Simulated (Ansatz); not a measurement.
`C[NH][Al]([F])[F]` + CH₃SH → `C[S][Al]([F])[F]` + CH₃NH₂  (ligand exchange at the Al–N bond)

Gas-phase electronic energies from Ansatz, PBE0-D4/def2-TZVP geometries. CCSD(T)/CBS is the MP2 limit (def2-TZVPP, def2-QZVPP) plus CCSD(T) − MP2 in def2-TZVPP, frozen cores. This one scheme is used for every species. Functionals use def2-TZVPP. One conformer a species, not always the lowest.

| level | ΔE (kcal/mol) |
| --- | --- |
| BLYP | -2.3 |
| r2SCAN0 | -3.6 |

**Question.** What does CCSD(T)/CBS give? (Estimate.)

**Answer.** Ansatz gave: -3.1 kcal/mol. The listed levels differ from it by 0.8, -0.5 kcal/mol.

Largest T1 diagnostic among the species: 0.012.

At CCSD(T), def2-SVP lies +1.5 kcal/mol from the extrapolated value and def2-TZVPP +0.9 kcal/mol. Leaving LDA and LC-ωPBE aside and taking each functional with its dispersion term where it has one, the values, not all of them listed here, spread over 2.9 kcal/mol, from PBE-D4 to CAM-B3LYP-D4. LDA lies +1.2 kcal/mol from PBE without D4.
